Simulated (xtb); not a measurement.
xtb input (GFN2-xTB):

```bash
xtb mol.xyz --gfn 2 --ohess tight --chrg -1 --uhf 0
```
mol.xyz:
```
10

Si    -0.20192143     0.65983109     0.19535021
Cl    -0.12188186     2.34083859    -1.00895655
Cl    -0.13695789     1.26534813     2.20871447
C     -1.80243890    -0.26533235    -0.06534217
C      1.23611382    -0.42545716    -0.14530245
H     -1.81623038    -0.59759282    -1.15816157
H     -1.81196865    -1.17168742     0.59030284
H      1.18813451    -0.74117999    -1.24548471
H      1.26133527    -1.28036970     0.48279440
H      2.22063150     0.11618745     0.04511702
```

End of the output:

```
       4    198.78    -0.63934 ( 99.60%)    -0.64759 (  0.40%)    -0.63937
       5    200.08    -0.63575 ( 99.61%)    -0.64565 (  0.39%)    -0.63579
       6    214.48    -0.59784 ( 99.71%)    -0.62507 (  0.29%)    -0.59792
       7    262.13    -0.49122 ( 99.87%)    -0.56567 (  0.13%)    -0.49132
   ------------------------------------------------------------------------

   temp. (K)  partition function   enthalpy   heat capacity  entropy
                                   cal/mol     cal/K/mol   cal/K/mol   J/K/mol
 298.15  VIB   118.                 3471.586     20.657     21.086
         ROT  0.320E+06              888.752      2.981     28.175
         INT  0.379E+08             4360.338     23.638     49.260
         TR   0.140E+28             1481.254      4.968     40.437
         TOT                        5841.5919    28.6057    89.6969   375.2919

       T/K    H(0)-H(T)+PV         H(T)/Eh          T*S/Eh         G(T)/Eh
   ------------------------------------------------------------------------
    298.15    0.930917E-02    0.717388E-01    0.426179E-01    0.291209E-01
   ------------------------------------------------------------------------

         :::::::::::::::::::::::::::::::::::::::::::::::::::::
         ::                  THERMODYNAMIC                  ::
         :::::::::::::::::::::::::::::::::::::::::::::::::::::
         :: total free energy         -17.875834944418 Eh   ::
         ::.................................................::
         :: total energy              -17.904955809527 Eh   ::
         :: zero point energy           0.062429590472 Eh   ::
         :: G(RRHO) w/o ZPVE           -0.033308725363 Eh   ::
         :: G(RRHO) contrib.            0.029120865109 Eh   ::
         :::::::::::::::::::::::::::::::::::::::::::::::::::::

optimized geometry written to: xtbopt.xyz

           -------------------------------------------------
          | TOTAL ENERGY              -17.904955809527 Eh   |
          | TOTAL ENTHALPY            -17.833217049824 Eh   |
          | TOTAL FREE ENERGY         -17.875834944418 Eh   |
          | GRADIENT NORM               0.000305964993 Eh/α |
          | HOMO-LUMO GAP               4.064149994461 eV   |
           -------------------------------------------------

------------------------------------------------------------------------
------------------------------------------------------------------------
 total:
 SCF:
 ANC optimizer:
 analytical hessian:
```

It need not be the lowest isomer of its formula. Whether it binds its extra electron was not tested at this geometry.
